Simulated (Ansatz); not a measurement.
Redistribution: C2H5Cl + C2H3F2I → CH2ClI + C3H6F2

Gas-phase species: C2H5Cl `CCCl`, singlet; C2H3F2I `FCC(F)I`, singlet; CH2ClI (chloroiodomethane) `ClCI`, singlet; C3H6F2 `CC(F)CF`, singlet. The partners trade CH3 for I; both sit on C, so the bond types are kept.

Shapes, held fixed at every level: PBE0-D4/def2-TZVP. Flexible molecules stand in one conformer, not always the lowest. Programs: Ansatz 0.2.0. The zero-point and thermal change to 298 K, harmonic and unscaled (PBE0-D4/def2-TZVP), is -0.7 kJ/mol.

(1) Estimate ΔH(298 K) of this reaction.

Answers

(1) The highest level, CCSD(T)/def2-TZVPP, gives ΔH(298 K) = +2.0 kJ/mol; the levels span +0.7 to +6.0. That is about zero within the method's error. The column of differences is taken from that level and isn't an error. No measured value is set beside it here. For atoms past krypton def2 sets carry core potentials with scalar relativity. Outer-core shells of I are correlated, in sets that cover them unevenly.

```tsv
level	kind	ΔH(298 K) (kJ/mol)	less CCSD(T)/def2-TZVPP
SPW92/def2-TZVPP	LDA	+5.9	+3.9
PBE-D4/def2-TZVPP	GGA	+6.0	+4.0
r2SCAN-D4/def2-TZVPP	meta-GGA	+5.9	+3.9
B3LYP-D4/def2-TZVPP	global hybrid	+3.3	+1.3
B2PLYP/def2-TZVPP	double hybrid	+2.2	+0.2
CCSD(T)/def2-SVP	coupled cluster or CI	+2.2	+0.2
CCSD/def2-TZVPP	coupled cluster or CI	+0.7	-1.3
CCSD(T)/def2-TZVPP	coupled cluster or CI	+2.0	0.0
```
